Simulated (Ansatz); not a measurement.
The cluster H3Au3. Charge 0, multiplicity 1. Geometry PBE-D4/def2-TZVP; atoms count from 1.

```csv
atom,x (Å),y (Å),z (Å)
Au1,0.5030,-0.5458,0.3329
Au2,-1.2707,1.0960,-0.7210
Au3,-2.0286,-1.3139,0.1497
H4,-0.5555,2.4395,-1.1475
H5,1.3712,-1.6681,0.9841
H6,1.9804,-0.0077,0.4018
```

In the def2 sets Au takes a core potential; there is no spin–orbit coupling. Another isomer (singlet) lies 0.24 eV lower at PBE0-D4/def2-TZVP; other spin states weren't run for this one.

Q: Estimate the Mulliken populations from the PBE0/def2-TZVP orbitals of Ansatz.

A: 
```tsv
atom	charge (e)	d electrons
Au1	0.08	9.43
Au2	0.01	9.62
Au3	-0.07	9.79
H4	-0.06	–
H5	0.03	–
H6	0.01	–
```
Mulliken values depend strongly on the basis.

Q: And the Mayer bond orders between heavy atoms (over 0.3)?

A: Au1–Au2 0.41 (2.64 Å); Au1–Au3 0.50 (2.65 Å); Au2–Au3 0.38 (2.67 Å).
